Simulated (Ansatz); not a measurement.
SiH5O2F (charge +1): a saddle search.

in.yaml

```yaml
crystal:
  periodic: [false, false, false]
  atoms:
    - {symbol: Si, position_ang: [-0.461300, -0.575700, -0.085600]}
    - {symbol: O, position_ang: [0.542000, 0.132000, 1.250500]}
    - {symbol: H, position_ang: [0.266300, -1.742400, -0.514200]}
    - {symbol: H, position_ang: [-1.643600, -0.889700, 0.714600]}
    - {symbol: O, position_ang: [-1.106300, 0.534400, -1.055900]}
    - {symbol: H, position_ang: [1.288200, 0.387400, 0.514700]}
    - {symbol: F, position_ang: [1.478000, 0.308100, -0.805800]}
    - {symbol: H, position_ang: [0.176900, 0.902500, 1.693200]}
    - {symbol: H, position_ang: [-0.540300, 0.943400, -1.711600]}
basis:
  gaussian: {orbitals: def2-SVP}
total_charge: 1
hamiltonian: {xc: pbe0, dispersion: d4}
saddle:
  max_steps: 30
  mode_guess:
    - [0.2048, 0.0275, -0.2572]
    - [0.1191, 0.0407, 0.1078]
    - [-0.0046, -0.1360, -0.0358]
    - [0.2284, 0.0982, -0.0692]
    - [-0.0565, 0.0434, -0.0311]
    - [-0.0641, 0.1023, 0.6462]
    - [-0.3964, -0.2770, -0.2892]
    - [0.0301, 0.0524, 0.0329]
    - [-0.0608, 0.0486, -0.1043]
```

Launched with

```bash
ansatz run in.yaml --threads 4 --pin off --events-out ev --progress --plain --max-ram 9574MiB
```

The run's output (Ansatz 0.2.0):

```
Functional definition: PBE0
  name "PBE0"
  cite "Adamo & Barone, J. Chem. Phys. 110, 6158 (1999) doi:10.1063/1.478522"
  cite "Perdew, Burke & Ernzerhof, Phys. Rev. Lett. 77, 3865 (1996) doi:10.1103/PhysRevLett.77.3865"
  parent pbe
  parameter a = 0.25
  parameter kappa = 0.804
  parameter beta = 0.06672455060314922
  exchange = (1 - a)*pbe_x(kappa = kappa, mu = beta*pi^2/3) + a*exact_x
  correlation = pbe_c(beta = beta)
861 factors; integrals over basis functions are off by at most 3.2e-4 eV
mean field evaluation 1: about -14725.3869 eV, gradient 9.6e1 eV
mean field evaluation 2: about -14725.4036 eV, gradient 9.6e1 eV
mean field evaluation 4: about -14738.4581 eV, gradient 4.1e1 eV
mean field evaluation 8: about -14742.0617 eV, gradient 2.7e0 eV
mean field evaluation 16: about -14742.1339 eV, gradient 4.6e-2 eV
mean field evaluation 32: about -14741.4808 eV, gradient 9.9e0 eV
mean field evaluation 64: about -14741.1480 eV, gradient 4.4e0 eV
mean field -14742.13393919 eV, -541.7634296878 hartree, gradient 8.4e-6 eV, S^2 0.750000; 6 other end points of the search recorded, 0 dependent functions left out
the calculation of the forces begins
reference -14742.13396023 eV, -541.7634304612 hartree; 22, 21 occupied and 63, 64 virtual orbitals, 861 factors
these checks for a lower state are left out or cut short: stability, starts, cluster_reference, orbital_swaps, neighbouring_geometries, increment
861 factors; integrals over basis functions are off by at most 3.2e-4 eV
mean field -14742.14180077 eV, -541.7637185956 hartree, gradient 2.8e-6 eV, S^2 0.750000; 0 other end points of the search recorded, 0 dependent functions left out
the calculation of the forces begins
reference -14742.14182181 eV, -541.7637193689 hartree; 22, 21 occupied and 63, 64 virtual orbitals, 861 factors
these checks for a lower state are left out or cut short: stability, starts, cluster_reference, orbital_swaps, neighbouring_geometries, increment
861 factors; integrals over basis functions are off by at most 3.2e-4 eV
mean field -14742.13108053 eV, -541.7633246340 hartree, gradient 2.7e-6 eV, S^2 0.750000; 0 other end points of the search recorded, 0 dependent functions left out
the calculation of the forces begins
reference -14742.13110158 eV, -541.7633254076 hartree; 22, 21 occupied and 63, 64 virtual orbitals, 861 factors
saddle step   1: F+E_penalty+E_count = -14742.22869796 eV  max|allowed force component| = 2.725e0 eV/Å  curvature = -2.4989 eV/Å²  mode residual = 2.97e0 eV/Å²  Δτ_max = 0.0000 Å  (1 rotations, 3 force calls, 278 SCF iters)  cluster: 3 rotations left out, max|force component along them| = 1.085e-7 eV/Å
saddle step   2: F+E_penalty+E_count = -14742.57538856 eV  max|allowed force component| = 1.672e0 eV/Å  curvature = -2.2339 eV/Å²  mode residual = 2.59e0 eV/Å²  Δτ_max = 0.2000 Å  (1 rotations, 3 force calls, 97 SCF iters)  cluster: 3 rotations left out, max|force component along them| = 1.329e-7 eV/Å
saddle step   3: F+E_penalty+E_count = -14742.83641526 eV  max|allowed force component| = 1.185e0 eV/Å  curvature = -1.9676 eV/Å²  mode residual = 2.00e0 eV/Å²  Δτ_max = 0.2000 Å  (1 rotations, 3 force calls, 92 SCF iters)  cluster: 3 rotations left out, max|force component along them| = 1.614e-7 eV/Å
saddle step   4: F+E_penalty+E_count = -14742.99917598 eV  max|allowed force component| = 1.337e0 eV/Å  curvature = -1.8432 eV/Å²  mode residual = 4.12e0 eV/Å²  Δτ_max = 0.2000 Å  (1 rotations, 3 force calls, 79 SCF iters)  cluster: 3 rotations left out, max|force component along them| = 1.290e-6 eV/Å
saddle step   5: F+E_penalty+E_count = -14743.15261257 eV  max|allowed force component| = 1.546e0 eV/Å  curvature = -2.3413 eV/Å²  mode residual = 5.13e0 eV/Å²  Δτ_max = 0.2000 Å  (1 rotations, 3 force calls, 78 SCF iters)  cluster: 3 rotations left out, max|force component along them| = 5.434e-7 eV/Å
saddle step   6: F+E_penalty+E_count = -14743.37598470 eV  max|allowed force component| = 2.048e0 eV/Å  curvature = -3.5143 eV/Å²  mode residual = 7.66e0 eV/Å²  Δτ_max = 0.2000 Å  (1 rotations, 3 force calls, 68 SCF iters)  cluster: 3 rotations left out, max|force component along them| = 3.787e-7 eV/Å
saddle step   7: F+E_penalty+E_count = -14743.50434312 eV  max|allowed force component| = 2.328e0 eV/Å  curvature = -2.0943 eV/Å²  mode residual = 6.74e0 eV/Å²  Δτ_max = 0.2000 Å  (1 rotations, 3 force calls, 71 SCF iters)  cluster: 3 rotations left out, max|force component along them| = 1.094e-7 eV/Å
saddle step   8: F+E_penalty+E_count = -14743.42327928 eV  max|allowed force component| = 3.018e0 eV/Å  curvature = +3.5614 eV/Å²  mode residual = 5.06e0 eV/Å²  Δτ_max = 0.2000 Å  (1 rotations, 4 force calls, 84 SCF iters)  cluster: 3 rotations left out, max|force component along them| = 1.309e-7 eV/Å
saddle step   9: F+E_penalty+E_count = -14743.77901159 eV  max|allowed force component| = 1.209e0 eV/Å  curvature = +4.5942 eV/Å²  mode residual = 6.01e0 eV/Å²  Δτ_max = 0.1512 Å  (1 rotations, 4 force calls, 91 SCF iters)  cluster: 3 rotations left out, max|force component along them| = 2.063e-7 eV/Å
WARN: saddle search: on two steps running the search has had no negative curvature along its mode to follow, on a curvature that misses the negative of saddle.curvature_tol by less than its residual: at step 9, +4.594 eV/Å² with a residual of 6.01e0 eV/Å² (extrapolated from the last rotation, not read by a force call). A negative curvature could lie within that residual, and the search be climbing where it has one to follow. Its rotation spent its cap of 1: raise saddle.rotation.max_rotations, or give a saddle.mode_guess nearer the mode
saddle step  10: F+E_penalty+E_count = -14743.75589629 eV  max|allowed force component| = 1.425e0 eV/Å  curvature = +0.7292 eV/Å²  mode residual = 6.82e0 eV/Å²  Δτ_max = 0.1001 Å  (1 rotations, 4 force calls, 87 SCF iters)  cluster: 3 rotations left out, max|force component along them| = 1.640e-6 eV/Å
saddle step  11: F+E_penalty+E_count = -14743.68143466 eV  max|allowed force component| = 1.680e0 eV/Å  curvature = +1.0866 eV/Å²  mode residual = 7.11e0 eV/Å²  Δτ_max = 0.0547 Å  (1 rotations, 4 force calls, 83 SCF iters)  cluster: 3 rotations left out, max|force component along them| = 1.780e-7 eV/Å
saddle step  12: F+E_penalty+E_count = -14743.58986951 eV  max|allowed force component| = 1.538e0 eV/Å  curvature = +0.0592 eV/Å²  mode residual = 6.05e0 eV/Å²  Δτ_max = 0.0517 Å  (1 rotations, 4 force calls, 90 SCF iters)  cluster: 3 rotations left out, max|force component along them| = 2.184e-7 eV/Å
saddle step  13: F+E_penalty+E_count = -14743.51085772 eV  max|allowed force component| = 1.384e0 eV/Å  curvature = -0.7773 eV/Å²  mode residual = 5.31e0 eV/Å²  Δτ_max = 0.0531 Å  (1 rotations, 3 force calls, 67 SCF iters)  cluster: 3 rotations left out, max|force component along them| = 6.824e-7 eV/Å
saddle step  14: F+E_penalty+E_count = -14743.36945173 eV  max|allowed force component| = 1.254e0 eV/Å  curvature = -2.6172 eV/Å²  mode residual = 3.61e0 eV/Å²  Δτ_max = 0.2000 Å  (1 rotations, 3 force calls, 71 SCF iters)  cluster: 3 rotations left out, max|force component along them| = 2.180e-7 eV/Å
saddle step  15: F+E_penalty+E_count = -14743.36009601 eV  max|allowed force component| = 7.743e-1 eV/Å  curvature = -1.7038 eV/Å²  mode residual = 3.59e0 eV/Å²  Δτ_max = 0.0727 Å  (1 rotations, 3 force calls, 70 SCF iters)  cluster: 3 rotations left out, max|force component along them| = 2.490e-7 eV/Å
saddle step  16: F+E_penalty+E_count = -14743.29354242 eV  max|allowed force component| = 8.419e-1 eV/Å  curvature = -0.8307 eV/Å²  mode residual = 2.85e0 eV/Å²  Δτ_max = 0.2000 Å  (1 rotations, 3 force calls, 69 SCF iters)  cluster: 3 rotations left out, max|force component along them| = 2.724e-7 eV/Å
saddle step  17: F+E_penalty+E_count = -14743.40020845 eV  max|allowed force component| = 8.698e-1 eV/Å  curvature = -0.3016 eV/Å²  mode residual = 2.07e0 eV/Å²  Δτ_max = 0.1119 Å  (1 rotations, 3 force calls, 66 SCF iters)  cluster: 3 rotations left out, max|force component along them| = 2.498e-7 eV/Å
saddle step  18: F+E_penalty+E_count = -14743.58611086 eV  max|allowed force component| = 8.315e-1 eV/Å  curvature = +0.3918 eV/Å²  mode residual = 2.02e0 eV/Å²  Δτ_max = 0.2000 Å  (1 rotations, 4 force calls, 82 SCF iters)  cluster: 3 rotations left out, max|force component along them| = 1.903e-7 eV/Å
saddle step  19: F+E_penalty+E_count = -14743.69206973 eV  max|allowed force component| = 6.500e-1 eV/Å  curvature = -0.0925 eV/Å²  mode residual = 1.59e0 eV/Å²  Δτ_max = 0.1083 Å  (1 rotations, 3 force calls, 65 SCF iters)  cluster: 3 rotations left out, max|force component along them| = 3.114e-7 eV/Å
saddle step  20: F+E_penalty+E_count = -14743.73538451 eV  max|allowed force component| = 4.723e-1 eV/Å  curvature = +0.2399 eV/Å²  mode residual = 1.17e0 eV/Å²  Δτ_max = 0.0529 Å  (1 rotations, 4 force calls, 80 SCF iters)  cluster: 3 rotations left out, max|force component along them| = 5.553e-7 eV/Å
saddle step  21: F+E_penalty+E_count = -14743.75533298 eV  max|allowed force component| = 4.694e-1 eV/Å  curvature = -0.1068 eV/Å²  mode residual = 1.67e0 eV/Å²  Δτ_max = 0.0426 Å  (1 rotations, 3 force calls, 64 SCF iters)  cluster: 3 rotations left out, max|force component along them| = 3.256e-7 eV/Å
saddle step  22: F+E_penalty+E_count = -14743.76515189 eV  max|allowed force component| = 2.617e-1 eV/Å  curvature = +0.0873 eV/Å²  mode residual = 1.00e0 eV/Å²  Δτ_max = 0.0166 Å  (1 rotations, 4 force calls, 79 SCF iters)  cluster: 3 rotations left out, max|force component along them| = 2.277e-7 eV/Å
saddle step  23: F+E_penalty+E_count = -14743.77248978 eV  max|allowed force component| = 1.734e-1 eV/Å  curvature = +0.0929 eV/Å²  mode residual = 8.92e-1 eV/Å²  Δτ_max = 0.0562 Å  (1 rotations, 4 force calls, 79 SCF iters)  cluster: 3 rotations left out, max|force component along them| = 2.412e-7 eV/Å
saddle step  24: F+E_penalty+E_count = -14743.77763709 eV  max|allowed force component| = 1.351e-1 eV/Å  curvature = +0.1008 eV/Å²  mode residual = 1.02e0 eV/Å²  Δτ_max = 0.0535 Å  (1 rotations, 4 force calls, 79 SCF iters)  cluster: 3 rotations left out, max|force component along them| = 2.548e-7 eV/Å
saddle step  25: F+E_penalty+E_count = -14743.78220830 eV  max|allowed force component| = 1.158e-1 eV/Å  curvature = +0.1054 eV/Å²  mode residual = 1.04e0 eV/Å²  Δτ_max = 0.0521 Å  (1 rotations, 4 force calls, 79 SCF iters)  cluster: 3 rotations left out, max|force component along them| = 1.270e-7 eV/Å
saddle step  26: F+E_penalty+E_count = -14743.78691850 eV  max|allowed force component| = 9.508e-2 eV/Å  curvature = +0.0797 eV/Å²  mode residual = 1.57e0 eV/Å²  Δτ_max = 0.0352 Å  (1 rotations, 4 force calls, 79 SCF iters)  cluster: 3 rotations left out, max|force component along them| = 1.683e-7 eV/Å
saddle step  27: F+E_penalty+E_count = -14743.79096670 eV  max|allowed force component| = 7.624e-2 eV/Å  curvature = +0.0659 eV/Å²  mode residual = 7.20e-1 eV/Å²  Δτ_max = 0.0196 Å  (1 rotations, 4 force calls, 79 SCF iters)  cluster: 3 rotations left out, max|force component along them| = 2.001e-7 eV/Å
saddle step  28: F+E_penalty+E_count = -14743.79316578 eV  max|allowed force component| = 6.037e-2 eV/Å  curvature = +0.0435 eV/Å²  mode residual = 7.44e-1 eV/Å²  Δτ_max = 0.0380 Å  (1 rotations, 4 force calls, 79 SCF iters)  cluster: 3 rotations left out, max|force component along them| = 2.032e-7 eV/Å
saddle step  29: F+E_penalty+E_count = -14743.79412513 eV  max|allowed force component| = 5.723e-2 eV/Å  curvature = +0.0245 eV/Å²  mode residual = 6.76e-1 eV/Å²  Δτ_max = 0.0490 Å  (1 rotations, 4 force calls, 79 SCF iters)  cluster: 3 rotations left out, max|force component along them| = 2.283e-7 eV/Å
saddle step  30: F+E_penalty+E_count = -14743.79464834 eV  max|allowed force component| = 5.211e-2 eV/Å  curvature = +0.0053 eV/Å²  mode residual = 6.23e-1 eV/Å²  Δτ_max = 0.0478 Å  (1 rotations, 4 force calls, 77 SCF iters)  cluster: 3 rotations left out, max|force component along them| = 2.605e-7 eV/Å
Error: the saddle search did not converge after 30 steps: max|allowed force component| = 5.21e-2 eV/Å (threshold 5.0e-2). At the last step the curvature along the mode is +0.005 eV/Å² (extrapolated from the last rotation, not read by a force call), not resolved as negative, so the search is still climbing. That curvature's residual is 6.23e-1 eV/Å². Where the curvature misses the negative of `saddle.curvature_tol` by less than that, a larger `saddle.rotation.max_rotations` or a tighter `saddle.rotation.residual_tol` may find a negative one. To go on, start nearer the saddle, give a better `saddle.mode_guess`, or set a larger `saddle.max_steps` (a set value also replaces the default of 250 for a search that goes on from a second negative curvature), or search again from the last step's geometry and mode. From 15 of its steps before the last this search moved with no negative curvature along its mode to follow. A search started from a geometry of this one does not count those moves and, where it converges, warns only of its own. With `saddle.order_check` unset, a search from the last step can check the order less strictly than this one. `saddle.order_check: true` asks for the full check and warns where it cannot tell. Where this run's directory can be resumed (`checkpoint.write`), a resume goes on for up to `saddle.max_steps` more
F+E_penalty+E_count at the last step = -14743.79464834 eV
to start another search from the last step: its geometry and its mode (saddle.mode_guess, Cartesian), with saddle.order_check: true (the message says why):
  atoms:
    - { symbol: Si, position_ang: [-0.79742872, -0.22556875, 0.10144568] }
    - { symbol: O, position_ang: [0.14911648, 0.67414861, 1.07238813] }
    - { symbol: H, position_ang: [0.64089194, -0.99532101, -0.53228881] }
    - { symbol: H, position_ang: [-1.64498630, -1.29646779, 0.65614945] }
    - { symbol: O, position_ang: [-1.41423855, 0.46074808, -1.21400651] }
    - { symbol: H, position_ang: [2.19219981, -0.10960033, 0.12636020] }
    - { symbol: F, position_ang: [2.05082014, -0.73889684, -0.55896751] }
    - { symbol: H, position_ang: [-0.02739872, 0.94153232, 1.98550649] }
    - { symbol: H, position_ang: [-1.14907609, 1.28942569, -1.63668713] }
  mode_guess:
    - [0.09298907, -0.02694677, -0.10103514]
    - [0.31558855, -0.15092288, -0.14663320]
    - [0.10150949, -0.07039222, -0.13895650]
    - [0.13843709, 0.00902561, 0.03893842]
    - [-0.08971428, 0.08434587, 0.05061838]
    - [-0.63316566, -0.00527689, 0.42497031]
    - [-0.09095120, 0.16631155, 0.14385587]
    - [0.26751486, -0.02647155, -0.18728211]
    - [-0.10220792, 0.02032730, -0.08447604]
  order_check: true


[the SCF lines of later steps are left out]
```

The run took about 110 s on 4 CPU threads of an Arm Neoverse V1 (shared host).


The run did not converge within its limit. The charge typed is one more than that of the intended reaction, so any result belongs to that ion.